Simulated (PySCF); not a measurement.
# Correlation energy of Se (selenium, neutral)

Starting occupation: [Ar] 3d10 4s1 4p5, 4s1/2 with m_j = +1/2, 4p1/2 with m_j = -1/2, +1/2, 4p3/2 with m_j = -1/2, +1/2, +3/2. All numbers are calculated (PySCF 2.14, X2C-1e with screened-nucleus spin-orbit coupling, Gaussian nucleus, in x2c-TZVPall-2c with one added diffuse shell each of s, p, d type (7s8p5d1f, 63 functions)). Frozen: [Ne]; 24 electrons correlated.

MP2 pair energies summed by pair of shells (mhartree):

```csv
pair,energy,share (%)
4p-4p,-117.29,29.3
3d-3d,-93.27,23.3
3d-3p,-72.78,18.2
3d-4p,-27.07,6.8
3p-3p,-24.37,6.1
3d-3s,-20.69,5.2
4p-4s,-16.55,4.1
3p-3s,-11.52,2.9
3d-4s,-5.93,1.5
3p-4p,-5.67,1.4
3p-4s,-1.54,0.4
3s-3s,-1.48,0.4
3s-4p,-1.41,0.4
3s-4s,-0.28,0.1
```

Total MP2 correlation energy: -399.86 mhartree.

The GHF reference relaxed away from the jj start to a determinant that is no pure jj level (⟨S²⟩ = 2.05, ⟨J²⟩ = 6.05); the energies belong to that determinant.

This basis was not built for core-valence correlation, so the inner-shell part is incomplete.
